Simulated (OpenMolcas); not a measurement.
**Fe5+, Ru5+, Os5+: d3 down the group**

```yaml
Program: OpenMolcas 26.06
Method: MS-CASPT2, IPEA 0.25 Eh, imaginary shift 0.1 Eh
Basis: ANO-R2
Scalar_Hamiltonian: X2C, finite nucleus
Spin-orbit_coupling: RASSI with atomic mean-field integrals over the reference wave functions, term energies averaged over their components
```

Active space for each ion: 3 electrons in 10 orbitals (d d); closed shells correlated by CASPT2: Fe5+ 3s 3p; Ru5+ 4s 4p; Os5+ 5s 5p.

Computed levels in cm-1 above 4F 3/2:

| Level | Fe5+ | Ru5+ | Os5+ |
| --- | --- | --- | --- |
| 4F 5/2 | 519 | 1424 | 6520 |
| 4F 7/2 | 1218 | 3150 | 11650 |
| 4F 9/2 | 2070 | 5030 | 14990 |
| 4P 1/2 | 19360 | 13830 | 16980 |
| 4P 5/2 | 20200 | 16070 | 25390 |
| 2G 7/2 | 21000 | 16150 | 23350 |
| 2G 9/2 | 21730 | 17230 | 37760 |
| 2P 1/2 | 26950 | 20310 | 29150 |
| 2D 5/2(1) | 29350 | 23790 | 35360 |
| weight of 4F in the lowest level (%) | 100 | 98 | 82 |

Mixed levels, with the weight of the term that names them: Ru5+ 2G 9/2 (74 %), Os5+ 4F 9/2 (56 %), Os5+ 4P 1/2 (67 %), Os5+ 2G 9/2 (57 %), Os5+ 2P 1/2 (67 %).

Measured, with the error of the calculation in %. Measured levels: Fe5+ from Corliss and Sugar, J. Phys. Chem. Ref. Data 11, 135 (1982); Os5+ from the list in Brasseur, Palmeri and Quinet, Atoms 13, 11 (2025).

```csv
Level,Fe5+,Os5+
4F 5/2,511 (+1.5),6397 (+1.9)
4F 7/2,1188 (+2.5),11444 (+1.8)
4F 9/2,2001 (+3.7),14678 (+2.2)
4P 1/2,18738 (+3.3),16772 (+1.2)
4P 5/2,19611 (+3.0),24828 (+2.3)
2G 7/2,20616 (+1.9),22920 (+1.9)
2G 9/2,21315 (+1.9),37019 (+2.0)
2P 1/2,26496 (+1.7),28860 (+1.0)
2D 5/2(1),28484 (+3.1),34418 (+2.7)
```

The fine-structure level 4F 9/2 changes by a factor of 7.24 from Fe5+ to Os5+.

Without spin-orbit coupling 4P lies 18700, 12280, 11420 cm-1 above 4F in that order; the difference to the level 4P 1/2, of either sign, comes from spin-orbit coupling, which also lowers the zero.

CASPT2 does not keep the components of a term degenerate, so their means are used; among the terms shown or strongly mixed into the levels shown the widest spread is 1000 cm-1 (3d3 4F, Fe5+). Active for correlation alone: 4d; no level in the range computed is led by a configuration that fills it, so any true level of that kind is missing (holds for Fe5+). Active for correlation alone: 5d; no level in the range computed is led by a configuration that fills it, so any true level of that kind is missing (holds for Ru5+). Active for correlation alone: 6d; no level in the range computed is led by a configuration that fills it, so any true level of that kind is missing (holds for Os5+). Computed and measured levels are paired by configuration, term and J; levels that our copy of the source lacks, or whose pairing is in doubt (as where it misses far off the trend of its configuration), stay unpaired and out of the deviations. Only configurations of the active space appear.

A number in round brackets counts repeated terms of one configuration in the order of the reference energies.
